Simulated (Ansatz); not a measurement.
Calculated with Ansatz (gas phase, PBE0-D4/def2-TZVP geometries, no zero-point term in ΔE). CBS: MP2 limit from def2 TZ/QZ plus the TZ coupled-cluster correction, frozen cores. This one scheme is used for every species. Functionals use def2-TZVPP. B3LYP here is the variant with VWN-RPA as its local correlation; programs differ in this. No spin–orbit coupling; open shells (•) take unrestricted orbitals. For Br, Ge outer-core shells are correlated without core-valence functions, which leaves a few kJ/mol of doubt a bond. Scalar relativity is left out up to krypton.

Reaction (hydrogen abstraction from a Ge–H bond): `[CH3][GeH2][Br]` + `[SiH3]`• → `[CH3][GeH][Br]`• + SiH₄

`[CH3][GeH2][Br]`:

Z-matrix (Å, degrees):
```
C
Ge 1 1.941
H 1 1.090 2 109.8
H 1 1.090 2 109.8 3 120.0
H 1 1.092 2 109.8 3 -120.0
Br 2 2.320 1 107.7 3 -60.0
H 2 1.536 1 112.7 3 56.9
H 2 1.536 1 112.7 3 -176.8
```

`[SiH3]`•:

Z-matrix (Å, degrees):
```
Si
H 1 1.486
H 1 1.486 2 111.3
H 1 1.486 2 111.3 3 124.6
```

`[CH3][GeH][Br]`•:

```xyz
7

C     0.656   -0.582   -0.265
Ge   -1.084    0.122    0.290
Br   -1.375    2.179   -0.749
H     0.839   -1.536    0.232
H     1.431    0.133    0.021
H     0.676   -0.722   -1.345
H    -1.143    0.406    1.815
```

SiH₄:

```xyz
5

Si    0.000    0.000    0.000
H     0.080   -1.465   -0.227
H    -1.007    0.588   -0.918
H     1.326    0.614   -0.261
H    -0.399    0.262    1.406
```

| species | B3LYP-D4 energy (Eh) |
| --- | --- |
| `[CH3][GeH2][Br]` | -4692.42561 |
| `[SiH3]`• | -291.26527 |
| `[CH3][GeH][Br]`• | -4691.78672 |
| SiH₄ | -291.91967 |

Q: Work out ΔE.

A: ΔE = (-4691.78672) + (-291.91967) − (-4692.42561) − (-291.26527) = -0.01551 Eh = -0.42 eV. CCSD(T)/CBS gives -0.31 eV.

Largest T1 diagnostic among the species: 0.015.

From BLYP to BHLYP (50 % exact exchange), in def2-TZVPP and without D4, ΔE moves by +0.09 eV. Leaving LDA and LC-ωPBE aside and taking each functional with its dispersion term where it has one, the values, not all of them listed here, spread over 0.17 eV, from BLYP-D4 to PBE-QIDH.
